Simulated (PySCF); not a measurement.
PySCF input for silacyclobutane (C3H8Si), SMILES C1C[SiH2]C1, PBE-D3(BJ)/def2-SVP. Coordinates come from a PBE-D3(BJ)/def2-SVP optimisation.

```python
import numpy as np
from pyscf import gto, scf, dft, df
from pyscf.hessian import thermo

mol = gto.M(
    atom='''
    C     1.33006761   -0.19663944    0.00000000
    C     0.40316812    0.16415007   -1.20487269
    Si   -1.06256892   -0.05950476   -0.00000000
    C     0.40316811    0.16415007    1.20487269
    H     2.31751838    0.31405702    0.00000001
    H     1.53499802   -1.28816676    0.00000000
    H     0.51287072    1.23119319   -1.49103970
    H     0.50854804   -0.45407569   -2.11688211
    H    -1.62768355   -1.45683354   -0.00000000
    H    -2.21012845    0.91981077   -0.00000001
    H     0.51287070    1.23119320    1.49103969
    H     0.50854802   -0.45407569    2.11688212
    ''',
    basis='def2-SVP',
    charge=0,
    spin=0,
    max_memory=1600,
    verbose=3,
)
mf = dft.RKS(mol, xc='pbe').density_fit(auxbasis='def2-universal-jkfit')
mf.disp = 'd3bj'
mf.grids.level = 3
mf.conv_tol = 1e-11
mf.max_cycle = 100
mf.kernel()

# [left out here: the lines that compute and print the analytic Hessian (its translational invariance restored by hand, since the grid's response is missing), thermochemistry and intensities]
```

Log of the run:

```
converged SCF energy = -408.108191811468

WARN: DFTD3 does not support analytical Hessian, using finite difference


WARN: Mole.unit (angstrom) is changed to Bohr

Mode                                 0                   1                   2
Irrep
Freq [cm^-1]                      152.8585            393.9259            489.1630
Reduced mass [au]                   1.5555              1.4041              1.0540
Force const [Dyne/A]                0.0214              0.1284              0.1486
Char temp [K]                     219.9294            566.7717            703.7967
Normal mode                   x     y     z       x     y     z       x     y     z
       0   C                -0.05 -0.10 -0.00    0.07 -0.00  0.00   -0.00  0.00 -0.01
       1   C                 0.01  0.09  0.02    0.03  0.00  0.06   -0.02 -0.03  0.01
       2  Si                 0.01 -0.03  0.00   -0.06 -0.04 -0.00    0.00 -0.00 -0.02
       3   C                 0.01  0.09 -0.02    0.03  0.00 -0.06    0.02  0.03  0.01
       4   H                 0.07 -0.32 -0.00    0.07  0.02 -0.00    0.00 -0.00 -0.05
       5   H                -0.29 -0.15  0.00    0.09 -0.00 -0.00   -0.00 -0.00  0.02
       6   H                 0.04  0.14  0.22   -0.12  0.07  0.25   -0.22  0.07  0.29
       7   H                 0.02  0.24 -0.08    0.14  0.20 -0.06    0.14  0.23 -0.15
       8   H                 0.23 -0.12  0.00   -0.46  0.13 -0.00   -0.00  0.00  0.51
       9   H                -0.13 -0.20 -0.00    0.24  0.31  0.00    0.00  0.00 -0.46
      10   H                 0.04  0.14 -0.22   -0.12  0.07 -0.25    0.22 -0.07  0.29
      11   H                 0.02  0.24  0.08    0.14  0.20  0.06   -0.14 -0.23 -0.15
Mode                                 3                   4                   5
Irrep
Freq [cm^-1]                      525.3130            626.0549            653.4434
Reduced mass [au]                   2.2501              2.2604              1.6808
[...]
Reduced mass [au]                   1.5322              1.3118              1.4226
Force const [Dyne/A]                0.8052              0.7016              0.8995
Char temp [K]                    1358.7677           1370.8550           1490.4672
Normal mode                   x     y     z       x     y     z       x     y     z
       0   C                 0.00  0.00 -0.13   -0.00 -0.00 -0.09    0.00  0.00  0.05
       1   C                 0.05 -0.01  0.07    0.04 -0.02  0.07   -0.10  0.03 -0.02
       2  Si                -0.00  0.00 -0.01    0.00 -0.00 -0.00   -0.00  0.00  0.00
       3   C                -0.05  0.01  0.07   -0.04  0.02  0.07    0.10 -0.03 -0.02
       4   H                 0.00 -0.00 -0.49   -0.00  0.00 -0.10    0.00 -0.00 -0.24
       5   H                -0.00 -0.00  0.05    0.00  0.00 -0.44   -0.00  0.00  0.05
       6   H                 0.39 -0.04  0.11   -0.30 -0.02 -0.07    0.28 -0.02 -0.06
       7   H                -0.10  0.00  0.05    0.35 -0.10  0.16    0.47 -0.01  0.07
       8   H                 0.00 -0.00  0.18   -0.00  0.00 -0.13    0.00 -0.00  0.03
       9   H                 0.00  0.00 -0.01   -0.00 -0.00  0.12    0.00  0.00 -0.03
      10   H                -0.39  0.04  0.11    0.30  0.02 -0.07   -0.28  0.02 -0.06
      11   H                 0.10 -0.00  0.05   -0.35  0.10  0.16   -0.47  0.01  0.07
Mode                                15                  16                  17
Irrep
Freq [cm^-1]                     1106.4695           1167.3088           1195.5068
Reduced mass [au]                   1.6803              1.3662              1.2057
Force const [Dyne/A]                1.2121              1.0968              1.0153
Char temp [K]                    1591.9633           1679.4975           1720.0682
Normal mode                   x     y     z       x     y     z       x     y     z
       0   C                -0.09  0.02  0.00   -0.00 -0.13  0.00    0.00 -0.00  0.07
       1   C                 0.12 -0.01 -0.00    0.01  0.06  0.00    0.04  0.04 -0.03
       2  Si                -0.01 -0.00 -0.00    0.00  0.01  0.00    0.00 -0.00  0.01
       3   C                 0.12 -0.01  0.00    0.01  0.06 -0.00   -0.04 -0.04 -0.03
       4   H                -0.11  0.06 -0.00   -0.15  0.14 -0.00   -0.00  0.00 -0.70
       5   H                -0.00  0.04  0.00    0.26 -0.08  0.00    0.00 -0.00  0.35
       6   H                -0.26  0.04  0.08   -0.42  0.05 -0.19   -0.29  0.06 -0.10
       7   H                -0.44 -0.01 -0.07    0.22 -0.11  0.14   -0.02 -0.05  0.03
       8   H                 0.02 -0.02  0.00    0.03 -0.01  0.00   -0.00  0.00 -0.04
       9   H                 0.00  0.03 -0.00   -0.03 -0.02 -0.00    0.00  0.00 -0.05
      10   H                -0.26  0.04 -0.08   -0.42  0.05  0.19    0.29 -0.06 -0.10
      11   H                -0.44 -0.01  0.07    0.22 -0.11 -0.14    0.02  0.05  0.03
Mode                                18                  19                  20
Irrep
Freq [cm^-1]                     1241.5208           1361.1278           1380.7640
Reduced mass [au]                   1.3127              1.0940              1.0908
Force const [Dyne/A]                1.1921              1.1942              1.2253
Char temp [K]                    1786.2720           1958.3599           1986.6120
Normal mode                   x     y     z       x     y     z       x     y     z
       0   C                 0.00  0.00  0.13    0.00 -0.00 -0.01    0.00  0.01 -0.00
       1   C                 0.01 -0.03 -0.03   -0.00  0.02 -0.06   -0.01  0.02 -0.05
       2  Si                -0.00  0.00  0.01    0.00  0.00 -0.00   -0.00  0.00 -0.00
       3   C                -0.01  0.03 -0.03    0.00 -0.02 -0.06   -0.01  0.02  0.05
       4   H                 0.00 -0.00 -0.32   -0.00  0.00  0.04    0.12 -0.18 -0.00
       5   H                -0.00  0.00 -0.74    0.00 -0.00 -0.02    0.20  0.05  0.00
       6   H                 0.10 -0.01  0.08   -0.00  0.14  0.46   -0.00  0.14  0.44
       7   H                -0.12  0.04 -0.09   -0.01 -0.40  0.25    0.01 -0.38  0.23
       8   H                 0.00  0.00 -0.03   -0.00 -0.00  0.00   -0.00  0.00 -0.00
       9   H                -0.00 -0.00 -0.04    0.00  0.00 -0.00   -0.01 -0.00  0.00
      10   H                -0.10  0.01  0.08    0.00 -0.14  0.46   -0.00  0.14 -0.44
      11   H                 0.12 -0.04 -0.09    0.01  0.40  0.25    0.01 -0.38 -0.23
Mode                                21                  22                  23
Irrep
Freq [cm^-1]                     1416.4275           2138.0300           2152.5562
Reduced mass [au]                   1.0985              1.0332              1.0498
Force const [Dyne/A]                1.2985              2.7827              2.8658
Char temp [K]                    2037.9238           3076.1492           3097.0491
Normal mode                   x     y     z       x     y     z       x     y     z
       0   C                 0.08 -0.03 -0.00   -0.00 -0.00 -0.00    0.00  0.00 -0.00
       1   C                 0.00  0.00 -0.02    0.00  0.00 -0.00    0.00 -0.00  0.00
       2  Si                -0.00 -0.00 -0.00   -0.03  0.01  0.00   -0.00 -0.04  0.00
       3   C                 0.00  0.00  0.02    0.00  0.00  0.00    0.00 -0.00 -0.00
       4   H                -0.26  0.57 -0.00   -0.00  0.01 -0.00    0.00  0.00 -0.00
       5   H                -0.65 -0.15  0.00    0.00 -0.00  0.00   -0.00 -0.00 -0.00
       6   H                 0.00  0.04  0.13   -0.00  0.00  0.00   -0.00 -0.01  0.00
       7   H                -0.01 -0.12  0.06   -0.00 -0.00 -0.00    0.00 -0.00 -0.00
       8   H                 0.00 -0.01  0.00    0.15  0.41 -0.00    0.33  0.81 -0.00
       9   H                 0.00  0.01  0.00    0.66 -0.58 -0.00   -0.33  0.27 -0.00
      10   H                 0.00  0.04 -0.13   -0.00  0.00 -0.00   -0.00 -0.01 -0.00
      11   H                -0.01 -0.12 -0.06   -0.00 -0.00  0.00    0.00 -0.00  0.00
Mode                                24                  25                  26
Irrep
Freq [cm^-1]                     2967.5264           2999.7740           2999.8024
Reduced mass [au]                   1.0610              1.0678              1.0625
Force const [Dyne/A]                5.5052              5.6616              5.6336
Char temp [K]                    4269.6097           4316.0069           4316.0478
Normal mode                   x     y     z       x     y     z       x     y     z
       0   C                -0.07  0.02 -0.00    0.00  0.03  0.00   -0.00 -0.00  0.00
       1   C                 0.00 -0.00 -0.00   -0.01 -0.03  0.03    0.01  0.04 -0.04
       2  Si                 0.00  0.00 -0.00    0.00 -0.00  0.00   -0.00  0.00  0.00
       3   C                 0.00 -0.00  0.00   -0.01 -0.04 -0.04   -0.01 -0.03 -0.03
       4   H                 0.68  0.38  0.00   -0.12 -0.06 -0.00    0.01  0.01 -0.00
       5   H                 0.09 -0.56 -0.00    0.05 -0.28  0.00   -0.01  0.03  0.00
       6   H                -0.00 -0.03  0.01    0.05  0.49 -0.12   -0.07 -0.63  0.16
       7   H                -0.01  0.03  0.04    0.02 -0.15 -0.20   -0.03  0.22  0.29
       8   H                -0.00 -0.00 -0.00    0.00  0.00  0.00   -0.00 -0.00  0.00
       9   H                -0.00 -0.00  0.00   -0.00  0.00 -0.00    0.00 -0.00 -0.00
      10   H                -0.00 -0.03 -0.01    0.06  0.61  0.15    0.05  0.52  0.13
      11   H                -0.01  0.03 -0.04    0.03 -0.19  0.26    0.02 -0.18  0.24
Mode                                27                  28                  29
Irrep
Freq [cm^-1]                     3023.0646           3074.7160           3075.1980
Reduced mass [au]                   1.1015              1.1042              1.1038
Force const [Dyne/A]                5.9312              6.1505              6.1502
Char temp [K]                    4349.5169           4423.8318           4424.5252
Normal mode                   x     y     z       x     y     z       x     y     z
       0   C                -0.03 -0.08 -0.00    0.00  0.01 -0.00    0.00  0.00  0.00
       1   C                -0.00 -0.00  0.02   -0.00  0.05  0.03    0.00 -0.05 -0.03
       2  Si                 0.00 -0.00 -0.00    0.00  0.00 -0.00    0.00  0.00  0.00
       3   C                -0.00 -0.00 -0.02   -0.00  0.05 -0.03   -0.00  0.05 -0.03
       4   H                 0.47  0.25  0.00   -0.05 -0.03 -0.00   -0.00 -0.00  0.00
       5   H                -0.13  0.69  0.00    0.03 -0.14  0.00    0.00 -0.00 -0.00
       6   H                 0.01  0.14 -0.04   -0.04 -0.31  0.09    0.04  0.30 -0.09
       7   H                 0.02 -0.11 -0.16    0.06 -0.32 -0.47   -0.06  0.33  0.48
       8   H                -0.00  0.00  0.00   -0.00 -0.01  0.00   -0.00 -0.00 -0.00
       9   H                -0.00  0.00  0.00    0.00 -0.00 -0.00    0.00 -0.00  0.00
      10   H                 0.01  0.14  0.04   -0.04 -0.31 -0.09   -0.04 -0.30 -0.09
      11   H                 0.02 -0.11  0.16    0.06 -0.32  0.47    0.06 -0.33  0.49
temperature 298.1500 [K]
pressure 101325.00 [Pa]
Rotational constants [GHz] 8.73814 6.11226 4.15521
Symmetry number 1
Zero-point energy (ZPE) 0.09584 [Eh]   251619.985 [J/mol]
                           tot       elec      trans        rot        vib
Entropy [J/mol/K]       296.669      0.000    162.115    103.703     30.851
Cv [J/mol/K]             82.841      0.000     12.472     12.472     57.898
Cp [J/mol/K]             91.156      0.000     20.786     12.472     57.898
Internal energy [J/mol]                      3718.434   3718.434 257721.176
Internal energy [Eh]   -408.00720  -408.10819
Enthalpy [J/mol]                             6197.391   3718.434 257721.176
Enthalpy [Eh]          -408.00625
Gibbs free energy [J/mol]                  -42137.066 -27200.714 248522.814
Gibbs free energy [Eh] -408.03994
mode   freq/cm-1   IR/(km/mol)
   1      152.86         0.316
   2      393.93         3.749
   3      489.16         0.063
   4      525.31        17.877
   5      626.05         1.459
   6      653.44        16.702
   7      715.06        21.965
   8      780.69       101.104
   9      802.96        10.172
  10      869.93        25.993
  11      900.74        16.321
  12      924.54        85.629
  13      944.39         7.431
  14      952.79         1.000
  15     1035.93         1.000
  16     1106.47        15.952
  17     1167.31         2.022
  18     1195.51         1.258
  19     1241.52         1.186
  20     1361.13         5.291
  21     1380.76         4.885
  22     1416.43         1.007
  23     2138.03       141.189
  24     2152.56       125.484
  25     2967.53        44.604
  26     2999.77         2.208
  27     2999.80        16.688
  28     3023.06        19.385
  29     3074.72        10.400
  30     3075.20        10.060
max |gradient| / (hartree/bohr): 4.0700666113322175e-05
APT charges: [ 0.0698 -0.2168  0.9915 -0.2168 -0.05   -0.0292 -0.0082 -0.0056 -0.2533
 -0.2675 -0.0082 -0.0056]
```

Self-consistency was reached.
